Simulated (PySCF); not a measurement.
Vibration and rotation of GeO⁺

UHF-CCSD(T) constants of GeO⁺, ²Π (doublet), unpaired electrons π ↑ (basis Ge def2-TZVPPD, O def2-TZVPPD; no relativity; PySCF 2.14; masses 73.9212 and 15.9949 u):

* ωe: 744.3 cm⁻¹
* ωexe: 3.44 cm⁻¹
* Be: 0.40682 cm⁻¹
* αe: 0.00281 cm⁻¹
* D (centrifugal): 4.86e-07 cm⁻¹
* De to Ge⁺ + O: 3.68 eV

(1) Give the vibrational terms G(v) and spacings up to v = 6.

(2) How well does the Morse estimate ωe²/(4ωexe) reproduce De, and what is D0?

Correlated steps freeze 10 core orbitals. Spin–orbit coupling is left out. For an ion De counts to the pair picked by the measured ionisation energies or electron affinities, which need not be the lowest pair at this level. The state was picked by a PBE0 search and need not be the measured ground state.

Answers

(1) G(v) = ωe(v+½) − ωexe(v+½)².

| v | G(v) (cm⁻¹) | G(v) − G(v−1) | Bv (cm⁻¹) |
| --- | --- | --- | --- |
| 0 | 371 |  | 0.4054 |
| 1 | 1109 | 737 | 0.4026 |
| 2 | 1839 | 731 | 0.3998 |
| 3 | 2563 | 724 | 0.3970 |
| 4 | 3280 | 717 | 0.3942 |
| 5 | 3990 | 710 | 0.3914 |
| 6 | 4693 | 703 | 0.3886 |

(2) It gives 4.99 eV, 136 % of the computed De. D0 = De − G(0) = 3.68 − 0.05 = 3.63 eV.
